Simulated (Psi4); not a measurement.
C$_{2}$H$_{3}$O, charge +1, singlet, at a GFN2-xTB geometry, atoms displaced at random by about 0.08 Å a coordinate; B3LYP/def2-SVP, gradient (Psi4 1.11).

Here is a job for Psi4.
```
memory 2 GB

molecule mol {
1 1
C    -0.019020   -0.115385   -1.295305
C     0.047496    0.043501   -0.056013
H    -0.082525    0.725156   -1.744275
H     0.009457   -1.139621   -1.851746
O    -0.082764    0.122800    1.117842
H    -0.568748    0.207609    1.692224
symmetry c1
no_reorient
no_com
}

set {
  basis def2-svp
  reference rks
}

gradient('b3lyp')
print_variables()
```

What the program printed (banner, timings and long lists left out):

```
gradient() will perform analytic gradient computation.

   => Loading Basis Set <=

    Name: DEF2-SVP
    Role: ORBITAL
    Keyword: BASIS

         ---------------------------------------------------------
                                   SCF
               by Justin Turney, Rob Parrish, Andy Simmonett
                          and Daniel G. A. Smith
                              RKS Reference
         ---------------------------------------------------------

  ==> Geometry <==

    Molecular point group: c1
    Full point group: C1

    Geometry (in Angstrom), charge = 1, multiplicity = 1:

       Center              X                  Y                   Z               Mass
    ------------   -----------------  -----------------  -----------------  -----------------
         C           -0.019020000000    -0.115385000000    -1.295305000000    12.000000000000
         C            0.047496000000     0.043501000000    -0.056013000000    12.000000000000
         H           -0.082525000000     0.725156000000    -1.744275000000     1.007825032230
         H            0.009457000000    -1.139621000000    -1.851746000000     1.007825032230
         O           -0.082764000000     0.122800000000     1.117842000000    15.994914619570
         H           -0.568748000000     0.207609000000     1.692224000000     1.007825032230

  Running in c1 symmetry.

  Rotational constants: A =      7.89623  B =      0.33320  C =      0.32441 [cm^-1]
  Rotational constants: A = 236723.05353  B =   9988.94378  C =   9725.60554 [MHz]
  Nuclear repulsion =   68.085826918925719

  Charge       = 1
  Multiplicity = 1
  Electrons    = 22
  Nalpha       = 11
  Nbeta        = 11

  ==> Algorithm <==

  SCF Algorithm Type is DF.
  DIIS enabled.
  MOM disabled.
  Fractional occupation disabled.
  Guess Type is SAD.
  Energy threshold   = 1.00e-08
  Density threshold  = 1.00e-08
  Integral threshold = 1.00e-12

  ==> Primary Basis <==

  Basis Set: DEF2-SVP
    Blend: DEF2-SVP
    Number of shells: 27
    Number of basis functions: 57
    Number of Cartesian functions: 60
    Spherical Harmonics?: true
    Max angular momentum: 2

  ==> DFT Potential <==

   => LibXC <=

    Version 7.1.2
    S. Lehtola, C. Steigemann, M. J. T. Oliveira, and M. A. L. Marques,  SoftwareX 7, 1–5 (2018) (10.1016/j.softx.2017.11.002)

   => Composite Functional: B3LYP <=

    B3LYP Hyb-GGA Exchange-Correlation Functional

    P. J. Stephens, F. J. Devlin, C. F. Chabalowski, and M. J. Frisch,  J. Phys. Chem. 98, 11623 (1994) (10.1021/j100096a001)

    Deriv               =              1
    GGA                 =           TRUE
    Meta                =          FALSE

    Exchange Hybrid     =           TRUE
    MP2 Hybrid          =          FALSE

   => Exchange Functionals <=

    0.0800   Slater exchange
    0.7200         Becke 88

   => Exact (HF) Exchange <=

    0.2000               HF

   => Correlation Functionals <=

    0.1900   Vosko, Wilk & Nusair (VWN5_RPA)
    0.8100   Lee, Yang & Parr

   => LibXC Density Thresholds  <==

    XC_HYB_GGA_XC_B3LYP:  1.00E-15

   => Molecular Quadrature <=

    Radial Scheme          =       TREUTLER
    Pruning Scheme         =           NONE
    Nuclear Scheme         =       TREUTLER

    Blocking Scheme        =         OCTREE
    BS radius alpha        =              1
    Pruning alpha          =              1
    Radial Points          =             75
    Spherical Points       =            302
    Total Points           =         129801
    Total Blocks           =           1027
    Max Points             =            256
    Max Functions          =             57
    Weights Tolerance      =       1.00E-15

   => Loading Basis Set <=

    Name: (DEF2-SVP AUX)
    Role: JKFIT
    Keyword: DF_BASIS_SCF

  ==> Integral Setup <==

  SCF_SUBTYPE=INCORE selected. In-core MEM_DF algorithm will be used.
  Using in-core AOs.

  ==> MemDFJK: Density-Fitted J/K Matrices <==

    J tasked:                   Yes
[...]
  @DF-RKS Final Energy:  -152.62881395074396
    Total Energy =                       -152.6288139507439610
[...]

    Molecular point group: c1
    Full point group: C1

    Geometry (in Angstrom), charge = 1, multiplicity = 1:

       Center              X                  Y                   Z               Mass
    ------------   -----------------  -----------------  -----------------  -----------------
         C           -0.019020000000    -0.115385000000    -1.295305000000    12.000000000000
         C            0.047496000000     0.043501000000    -0.056013000000    12.000000000000
         H           -0.082525000000     0.725156000000    -1.744275000000     1.007825032230
         H            0.009457000000    -1.139621000000    -1.851746000000     1.007825032230
         O           -0.082764000000     0.122800000000     1.117842000000    15.994914619570
         H           -0.568748000000     0.207609000000     1.692224000000     1.007825032230

  Nuclear repulsion =   68.085826918925719

  ==> Basis Set <==

  Basis Set: DEF2-SVP
    Blend: DEF2-SVP
    Number of shells: 27
    Number of basis functions: 57
    Number of Cartesian functions: 60
    Spherical Harmonics?: true
    Max angular momentum: 2

  ==> DFJKGrad: Density-Fitted SCF Gradients <==

    Gradient:                    1
    J tasked:                  Yes
    K tasked:                  Yes
    wK tasked:                  No
    Integrals threads:           1
    Schwarz Cutoff:          1E-12
    Fitting Condition:       1E-10

   => Auxiliary Basis Set <=

  Basis Set: (DEF2-SVP AUX)
    Blend: DEF2-UNIVERSAL-JKFIT
    Number of shells: 93
    Number of basis functions: 281
    Number of Cartesian functions: 331
    Spherical Harmonics?: true
    Max angular momentum: 4

  ==> DFT Potential <==

   => LibXC <=

    Version 7.1.2
    S. Lehtola, C. Steigemann, M. J. T. Oliveira, and M. A. L. Marques,  SoftwareX 7, 1–5 (2018) (10.1016/j.softx.2017.11.002)

   => Composite Functional: B3LYP <=

    B3LYP Hyb-GGA Exchange-Correlation Functional

    P. J. Stephens, F. J. Devlin, C. F. Chabalowski, and M. J. Frisch,  J. Phys. Chem. 98, 11623 (1994) (10.1021/j100096a001)

    Deriv               =              1
    GGA                 =           TRUE
    Meta                =          FALSE

    Exchange Hybrid     =           TRUE
    MP2 Hybrid          =          FALSE

   => Exchange Functionals <=

    0.0800   Slater exchange
    0.7200         Becke 88

   => Exact (HF) Exchange <=

    0.2000               HF

   => Correlation Functionals <=

    0.1900   Vosko, Wilk & Nusair (VWN5_RPA)
    0.8100   Lee, Yang & Parr

   => LibXC Density Thresholds  <==

    XC_HYB_GGA_XC_B3LYP:  1.00E-15

   => Molecular Quadrature <=

    Radial Scheme          =       TREUTLER
    Pruning Scheme         =           NONE
    Nuclear Scheme         =       TREUTLER

    Blocking Scheme        =         OCTREE
    BS radius alpha        =              1
    Pruning alpha          =              1
    Radial Points          =             75
    Spherical Points       =            302
    Total Points           =         129801
    Total Blocks           =           1027
    Max Points             =            256
    Max Functions          =             57
    Weights Tolerance      =       1.00E-15

  -Total Gradient:
     Atom            X                  Y                   Z
    ------   -----------------  -----------------  -----------------
       1       -0.012930174748     0.149694488996    -0.011143663440
       2        0.023562782600     0.019703885615    -0.009458311340
       3        0.007910815815    -0.127563142861     0.084786862955
       4       -0.000469614745    -0.032352600055    -0.018106300532
       5       -0.338192341865     0.041202035161     0.303257730657
       6        0.320127812064    -0.050672486880    -0.349330496713

  Variable Map:
  ----------------------------------------------------------------------------
[...]
  Array Variable Map:
  ----------------------------------------------------------------------------
[...]
[...]
```
